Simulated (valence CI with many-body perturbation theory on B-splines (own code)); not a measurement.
# Energy levels of Ni VII

Computed by configuration interaction combined with many-body perturbation theory (CI+MBPT): four valence electrons over a frozen Dirac-Fock core [Ar], a basis of 7 s, 7 p, 8 d, 6 f, 4 g, 1 h functions for each j, with the one-electron correlation potential Σ1, the two-electron term Σ2, the three-electron term Σ3, Breit, model QED; selected CI, second order for the rest, scaled by the run's own slope (own B-spline code, finite nucleus).

Against 16 measured levels this calculation errs by 492 cm⁻¹ on average and by 1294 at most. These come from a selection out of Corliss and Sugar, J. Phys. Chem. Ref. Data 10, 197 (1981). Levels without a partner in it may be off by more, other configurations by 1,000 to 8,000 cm⁻¹. Only levels of the ground parity were solved; by the run's estimate the other parity begins above the list, which can be wrong where configurations are misplaced.

Levels 1 to 31 of 31, with energies above the lowest level, 3d⁴ ⁵D_0. "Leading %" is the weight of the configuration and term that name the level; weights of strongly mixed levels are sums over their largest components and can fall short, so below about 35 % the name and the second component can differ from the true leading terms, or belong to a minority configuration. In the jj column 3d3/2^4 stands for four electrons in 3d with j = 3/2. Lifetimes count E1, E2, E3, M1 and M2 decay at the calculated energies, and are blank where another channel may lead or the interval is too uncertain; long ones can be off by a factor of two.

```csv
No.,Configuration,Term,J,E (eV),Leading %,Lifetime,Leading jj
1,3d⁴,⁵D,0,0.000,99,,3d3/2^2 3d5/2^2 (66 %)
2,3d⁴,⁵D,1,0.034,99,861 s,3d3/2^3 3d5/2 (54 %)
3,3d⁴,⁵D,2,0.099,100,125 s,3d3/2^2 3d5/2^2 (67 %)
4,3d⁴,⁵D,3,0.187,100,60.1 s,3d3/2^2 3d5/2^2 (46 %)
5,3d⁴,⁵D,4,0.294,99,57.2 s,3d3/2 3d5/2^3 (44 %)
6,3d⁴,³P,0,3.770,97,150 ms,3d3/2^4 (60 %)
7,3d⁴,³H,4,3.772,95,21.1 s,3d3/2^3 3d5/2 (40 %)
8,3d⁴,³H,5,3.844,97,183 s,3d3/2^2 3d5/2^2 (78 %)
9,3d⁴,³H,6,3.916,99,237 s,3d3/2 3d5/2^3 (52 %)
10,3d⁴,³P,1,3.985,99,177 ms,3d3/2^3 3d5/2 (43 %)
11,3d⁴,³F,2,4.215,99,609 ms,3d3/2^2 3d5/2^2 (52 %)
12,3d⁴,³F,3,4.216,88,325 ms,3d3/2^2 3d5/2^2 (54 %)
13,3d⁴,³F,4,4.245,88,237 ms,3d3/2^2 3d5/2^2 (32 %)
14,3d⁴,³P,2,4.318,99,279 ms,3d3/2 3d5/2^3 (40 %)
15,3d⁴,³G,3,4.644,88,,3d3/2 3d5/2^3 (50 %)
16,3d⁴,³G,4,4.714,88,,3d3/2^2 3d5/2^2 (61 %)
17,3d⁴,³G,5,4.770,97,,3d3/2 3d5/2^3 (78 %)
18,3d⁴,¹I,6,5.708,99,828 ms,3d3/2^2 3d5/2^2 (52 %)
19,3d⁴,¹G,4,5.774,95,232 ms,3d5/2^4 (32 %)
20,3d⁴,³D,3,5.783,99,344 ms,3d3/2 3d5/2^3 (49 %)
21,3d⁴,³D,2,5.814,98,389 ms,3d3/2^2 3d5/2^2 (33 %)
22,3d⁴,³D,1,5.854,99,313 ms,3d3/2 3d5/2^3 (53 %)
23,3d⁴,¹S,0,6.396,98,147 ms,3d3/2 3d5/2^3 (51 %)
24,3d⁴,¹D,2,7.314,98,183 ms,3d3/2^2 3d5/2^2 (35 %)
25,3d⁴,¹F,3,8.256,98,,3d3/2 3d5/2^3 (56 %)
26,3d⁴,³P,2,9.739,99,128 ms,3d3/2^2 3d5/2^2 (58 %)
27,3d⁴,³F,4,9.796,99,,3d3/2^2 3d5/2^2 (72 %)
28,3d⁴,³F,2,9.819,99,74.7 ms,3d3/2^2 3d5/2^2 (59 %)
29,3d⁴,³F,3,9.832,98,,3d3/2 3d5/2^3 (74 %)
30,3d⁴,³P,1,9.975,99,,3d3/2 3d5/2^3 (84 %)
31,3d⁴,³P,0,10.090,99,,3d5/2^4 (56 %)
```

The ionisation energy to 3d³ ⁴F3/2 of the next ion comes out as 132.44 eV (NIST: 132 ± 2 eV (theoretical)). All 31 levels together are meant to be complete up to 10.497 eV.
